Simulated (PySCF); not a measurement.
Compound: C4H9BS.
Z-matrix (Å and degrees, PBE0-D3(BJ)/def2-SVP geometry), rows numbered from 1:
```
C 
C   1  1.3344
C   2  1.4976  1  125.35
B   3  1.5740  2  111.50  1  -117.31
S   4  1.7704  3  126.88  2   134.74
C   5  1.8167  4  106.38  3    -1.39
H   1  1.0929  2  121.39  3   178.65
H   1  1.0951  2  121.55  3    -1.49
H   2  1.0974  1  118.72  3  -177.97
H   3  1.1098  2  109.09  1   127.52
H   3  1.1005  2  110.77  1    10.42
H   4  1.2099  3  120.75  2   -46.43
H   6  1.0981  5  110.99  4   -58.89
H   6  1.0978  5  107.12  4  -177.61
H   6  1.0980  5  111.12  4    63.60
```

Linear response at CAM-B3LYP/def2-SVPD (PySCF, frozen core in the response, non-relativistic).

Static isotropic polarisability: 86.01 au (12.75 Å³), principal values 68.3, 86.1, 103.6 au.

(1) What is the polarisability at 1064 nm and at the sodium D line?

(2) What is the isotropic C6 coefficient between two such molecules, C6 = (3/π)∫α(iω)² dω?

(3) Which effective excitation energy ω̄ makes London's formula C6 = (3/4)α²ω̄ exact here?

(4) The lowest 10 singlets have (eV, f): 5.68, 0.023; 6.15, 0.202; 6.68, 0.002; 6.82, 0.001; 6.87, 0.004; 7.02, 0.088; 7.26, 0.249; 7.33, 0.114; 7.47, 0.004; 7.66, 0.060. What share of the static polarisability do they carry in the sum over states α = Σ f/ω²?

(5) How many electrons N does the Slater–Kirkwood formula C6 = (3/4)·√N·α^(3/2) need to give this C6?

(6) What n − 1 at the D line would an ideal gas of it have at 273.15 K and 1 atm (2.6868 × 10¹⁹ cm⁻³), by n − 1 = 2π·N·α′?

(7) What three-body coefficient follows from the one-pole estimate C9 = (3/4)·α·C6?

(8) What molar refraction at the D line follows from R = (4π/3)·N_A·α′, with α′ the polarisability volume?

Answers

(1) 86.93 au at 1064 nm (+1.1 %), 89.13 au at 589.3 nm (+3.6 %). The rise at 589.3 nm is 3.41 times that at 1064 nm; a pure ω² law gives 3.26. The lowest singlet lies at 218 nm, shorter than both wavelengths.

(2) 2766 au (Eh·bohr⁶) by a ten-point quadrature over imaginary frequencies, which is 1650 eV·Å⁶ or 159 J·nm⁶/mol.

(3) ω̄ = 4·C6/(3α²) = 0.498 Eh = 13.6 eV. A one-pole form α(ω) = α/(1 − ω²/ω̄²) fitted to the 1064 nm value gives 11.4 eV. London's choice of the ionisation energy (9.35 eV, ΔSCF at the same level) gives C6 = 1910 au, 31 % too low.

(4) 11.80 au, 13.7 % of α; the largest term, 3.94 au, is that of the state at 6.15 eV. Their oscillator strengths add up to 0.75. Higher states carry the rest.

(5) N = (4·C6/3)²/α³ = 21.4; the species has 54 electrons in all.

(6) 22.30 × 10⁻⁴, a formal value whether or not that pressure can be reached.

(7) 178000 au. This is an estimate from the two numbers above, not a computed integral.

(8) α′ = 13.21 Å³ gives R = 33.32 cm³/mol, for isolated, non-vibrating species.

On one thread of an Arm Neoverse V1, shared host with 32 logical CPUs at a one-minute load of 49, this took 2.2 min wall and 1.1 GiB of memory at its peak. This is the whole response run at CAM-B3LYP/def2-SVPD, SCF included.

One conformer stands for the species.
